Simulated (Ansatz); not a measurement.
One change: `CC(=S)CCl` becomes `C[SiH2]C(C)=S`.

Ansatz, PBE0-D4/def2-TZVP geometries, multiplicity 1. Each molecule was computed in one conformer, which needn't be the lowest.

```tsv
property	`CC(=S)CCl`
size of the dipole moment (ωB97M-V/def2-TZVPP) / D	1.49
ideal-gas entropy at 298 K and 1 bar (rigid rotor, harmonic PBE0-D4/def2-TZVP) / J/(mol·K)	338
zero-point energy (PBE0-D4/def2-TZVP) / kJ/mol	193.0
LUMO energy (ωB97M-V/def2-TZVPP) / eV	-0.22
LUMO energy (PBE0/def2-TZVPP) / eV	-2.38
LUMO energy (B3LYP/def2-TZVPP) / eV	-2.56
```

Task: Give the same properties after the change, and the shifts. (Estimate.)

Result: The calculation gave: 
| property | `C[SiH2]C(C)=S` | shift |
| --- | --- | --- |
| size of the dipole moment (ωB97M-V/def2-TZVPP) / D | 1.56 | 0.07 |
| ideal-gas entropy at 298 K and 1 bar (rigid rotor, harmonic PBE0-D4/def2-TZVP) / J/(mol·K) | 373 | 35 |
| zero-point energy (PBE0-D4/def2-TZVP) / kJ/mol | 256.9 | 63.9 |
| LUMO energy (ωB97M-V/def2-TZVPP) / eV | -0.18 | 0.04 |
| LUMO energy (PBE0/def2-TZVPP) / eV | -2.32 | 0.06 |
| LUMO energy (B3LYP/def2-TZVPP) / eV | -2.50 | 0.06 |

With PBE0 the HOMO rises by 0.45 eV and the LUMO rises by 0.06 eV, so the gap narrows by about 0.39 eV. PBE moves the HOMO by 0.41 eV and ωB97M-V by 0.47 eV. The zero-point energy changes by 63.9 kJ/mol with +9 modes. Dipoles are sizes alone; their direction can turn. Modes under 60 cm⁻¹, often nearly free rotors, make the harmonic entropy too high.

B3LYP here is the variant with VWN-RPA as its local correlation; programs differ in this.
